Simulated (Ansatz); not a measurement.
Basis-set extrapolation for C$_{3}$H$_{7}$BFN, SMILES `BC(CF)N=C` (PBE0-D4/def2-TZVP geometry, frozen core, Ansatz 0.2.0). Multiplicity 1, RHF reference.

|  | def2-TZVPP | def2-QZVPP |
| --- | --- | --- |
| HF | -296.310900 | -296.324264 |
| MP2 correlation | -1.045549 | -1.121721 |
| CCSD(T) correlation | -1.132830 | not run |

Energies in hartree. Use E(X) = E(∞) + A·exp(−7.88·√X) for Hartree–Fock and E(X) = E(∞) + B·X^(−2.97) for correlation, with X = 3 and 4, and add CCSD(T) minus MP2 of the smaller set to the MP2 limit.

What is the CCSD(T) energy at the basis-set limit?

HF limit: -296.324264 + (-0.013364) × 0.13774 = -296.32610. MP2 limit: -1.121721 + (-0.076172) × 0.74074 = -1.17814. Higher-order term: -1.132830 − (-1.045549) = -0.08728. Total: -297.59152 hartree, 92.7 kcal/mol below CCSD(T)/def2-TZVPP.
